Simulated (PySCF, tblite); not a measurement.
# Complex of BeCl2 and 2 × water

A gas-phase complex of BeCl2 and 2 × water; neutral, singlet. The structure comes from a short search (6 tight-binding starts) and was relaxed by PBE0-D3(BJ)/def2-SVPD; another way of binding may lie lower. Frequencies by PBE0-D3(BJ)/def2-SVPD show no clear imaginary mode.

```csv
part,name,SMILES,atoms,charge,multiplicity
1,BeCl2,[Cl][Be][Cl],1–3,0,1
2,water,O,4–6,0,1
3,water,O,7–9,0,1
```

```
atom  part   x (Å)   y (Å)   z (Å)
 Cl1     1   1.643   0.835  -0.556
 Be2     1   1.335  -0.782   0.517
 Cl3     1  -0.337  -1.584   1.163
  O4     2   2.110  -2.049  -0.380
  H5     2   2.350  -1.707  -1.252
  H6     2   1.486  -2.780  -0.490
  O7     3   2.282  -0.539   1.949
  H8     3   2.595   0.376   1.961
  H9     3   1.721  -0.689   2.723
```

Contacts between parts, classed by geometry: Be2···O7 1.735 Å (bond); Be2···O4 1.735 Å (bond).

The parts are joined by the bonds Be2–O7 and Be2–O4, so these are energies of forming such bonds; deforming the relaxed parts to their shape in the adduct costs 21.3 kcal/mol, which the interaction energies leave out.

Interaction energies are complex less parts, with the parts frozen as they stand in it; counterpoise-corrected, in kcal/mol (PySCF).

(1) How strongly do the parts interact, level by level?

(2) What holds them together? Decompose the wB97M-D3(BJ)/def2-TZVPD energy: frozen parts, their antisymmetrised product, then relaxation.

The parts were also relaxed and run alone, at the levels used for the complex: shieldings by PBE0/pcSseg-2; core levels by delta-SCF with SCAN, pcX-2 on the ionised atom and pcseg-1 elsewhere, spin-free X2C (2p3/2 is the spin-free 2p value less a third of a first-order spin-orbit splitting).

Values alone: shielding of Be2 (ppm): 94.1; shielding of O7 (ppm): 328.9; shielding of O4 (ppm): 328.9; Cl1 2p3/2 core level (eV): 206.57; Be2 1s core level (eV): 122.79; O7 1s core level (eV): 539.76.

(3) How do these values change when the complex forms?

## Answers

(1) 
| level | interaction | superposition error removed |
| --- | --- | --- |
| wB97M-D3(BJ)/def2-TZVPD | -63.81 | -1.15 |
| PBE0-D3(BJ)/def2-TZVPD | -65.02 | -1.33 |

(2) electrostatic -113.9, Pauli repulsion +116.9, orbital relaxation -63.7, dispersion correction -4.3 kcal/mol, which sum to the value before the counterpoise correction; the Pauli term holds the exchange-correlation of the frozen density too. Of the attraction, 63 % is electrostatic, 35 % is orbital relaxation, 2 % is dispersion correction.

(3) 
```csv
property,alone,in the complex,change
shielding of Be2 (ppm),94.1,103.0,+8.9
shielding of O7 (ppm),328.9,272.8,-56.0
shielding of O4 (ppm),328.9,272.9,-56.0
Cl1 2p3/2 core level (eV),206.57,204.69,-1.88
Be2 1s core level (eV),122.79,121.00,-1.79
O7 1s core level (eV),539.76,541.84,+2.08
```
